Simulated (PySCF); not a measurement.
**Structure elucidation problem**

An unknown has the formula C₆H₁₂N₂. Its calculated NMR data are:

¹H NMR (400 MHz, computed): δ 6.25 (s, 1H), 6.16 (m, 1H), 6.01 (m, 1H), 1.11 (s, 9H).

¹³C{¹H} NMR (computed): δ 136.7 (CH), 115.5 (CH2), 37.4 (C), 29.1 (CH3, 3C).

[PySCF 2.14: structure optimised with GFN2-xTB; shieldings: GIAO PBE0/pcSseg-1; a single conformation; no relativistic terms; one averaged value for each set of equivalent atoms; gas phase]

δ = σ(ref) − σ, references computed at the same level: ¹H, ¹³C vs TMS.

Q: What is the structure?

A: 
1. Rings plus π bonds: 2 (no ring in the answer).
2. 4 carbon signals for 6 carbons: some carbons are equivalent by symmetry or fast rotation.
3. Carbon types of the structure: 1 × C, 1 × CH, 1 × CH2, 3 × CH3, which accounts for all hydrogens.
4. δC 136.7, 115.5: C=N carbon.
5. δC 37.4: quaternary sp3 carbon; a saturated carbon with 4 carbon neighbours and no heteroatom attached.
6. δC 29.1: methyl carbon; saturated and bonded to C and H only.
7. δH 6.25, 6.16, 6.01: hydrogen on a C=N carbon.
8. δH 1.11: hydrogen on a methyl carbon.

These data were computed for SMILES C=N/N=C/C(C)(C)C.

The data come from this structure; uniqueness wasn't tested.

Shifts are as computed. Against solution values, carbons near 30 ppm lie about +3 ppm off and those near 130 ppm about +5 ppm. Of 1211 compounds with measured shifts, 218 miss one by over three times the rms of a fit or turn the order of signals round; such compounds aren't used in these exercises. Multiplicities follow the n + 1 count of equivalent neighbours, as no J values were calculated; m marks all less simple cases, F and P coupling included.
